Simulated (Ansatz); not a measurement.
Geometry optimisation, RKS PBE/def2-SVP (Ansatz).

The input (input.yaml):

```yaml
crystal:
  periodic: [false, false, false]
  atoms:
    - { symbol: B, position_ang: [0.0038, -0.40986, -0.421178] }
    - { symbol: Cl, position_ang: [0.009485, 0.106128, 2.594345] }
    - { symbol: F, position_ang: [1.150681, 0.200619, -0.658231] }
    - { symbol: F, position_ang: [-1.14507, 0.163956, -0.730514] }
    - { symbol: F, position_ang: [0.008413, -1.651476, 0.054148] }
    - { symbol: H, position_ang: [0.092991, -1.138568, 2.11213] }
basis:
  gaussian: { orbitals: def2-SVP }
hamiltonian:
  xc: pbe
relax:
  f_tol: 0.03
  max_steps: 50
output:
  orbitals: {}
```

Run as:

```bash
$ ansatz run input.yaml --threads 1 --pin off --max-ram 2048MiB --backend cpu --events-out ev --progress --plain --runs-dir out
```

Where does it end, and by what steps?

The run converged. After 9 steps the energy has fallen by 0.034 eV; H6 moved furthest, 0.28 Å.

```csv
step,energy less start (eV),largest force component (eV/Å),accepted
0,0.0000,0.942,yes
1,-0.0224,0.503,yes
2,-0.0149,0.660,no
3,-0.0300,0.272,yes
4,-0.0322,0.161,yes
5,-0.0339,0.070,yes
6,-0.0340,0.064,yes
7,-0.0340,0.053,yes
8,-0.0340,0.047,yes
9,-0.0341,0.001,yes
```

```xyz
6
Properties=species:S:1:pos:R:3
B 0.014 -0.404 -0.466
Cl 0.021 0.115 2.520
F 1.150 0.228 -0.715
F -1.147 0.185 -0.702
F 0.040 -1.677 -0.075
H 0.043 -1.177 2.388
```

Whether the end is a true minimum wasn't checked by a vibrational analysis.

Run time: 13 s on 1 thread of Intel(R) Xeon(R) Platinum 8488C (Sapphire Rapids), with other jobs on the host, peak memory 0.15 GiB.
